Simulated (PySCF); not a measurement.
## Dipole response of Ar⁺ (argon, charge +1)

[Ne] 3s2 3p5, 2P determinant. Computed with PySCF 2.14 in def2-QZVPPD, with the non-relativistic Hamiltonian (point nucleus). Coupled (time-dependent) response in atomic units; α is the mean over directions.

```csv
method,mean α (bohr³),"α xx, yy, zz",C₆ (like pair),S(−4)
UHF,6.783,"6.660, 6.844, 6.844",30.42,9.641
PBE,7.068,"6.860, 7.172, 7.172",31.96,10.98
PBE0,6.935,"6.758, 7.023, 7.023",31.22,10.35
PW91,7.067,"6.857, 7.172, 7.172",31.93,11.01
B97-3,6.927,"6.760, 7.010, 7.010",31.18,10.30
```

S(−4) is the Cauchy moment in α(ω) = α(0) + S(−4) ω² + …

α(iu) at PBE0:

```
u (hartree)  α(iu) (bohr³)
          0          6.935
     0.0500          6.909
      0.100          6.833
      0.200          6.547
      0.300          6.127
      0.500          5.111
      0.750          3.904
       1.00          2.964
       1.50          1.794
       2.00          1.178
       3.00         0.6184
       5.00         0.2671
```

A single London oscillator, α(iu) = α/(1 + u²/ω²), gives C₆ = (3/4) ω α². Matching the computed C₆ needs ω = 4 × 31.22 / (3 × 6.935²) = 0.866 hartree.

For an ion, C₆ is the dispersion term alone; charge-induced terms of lower order in 1/R come first.

The components differ because the open shell of this determinant is not spherical; for a pure term their mean is the scalar polarisability.
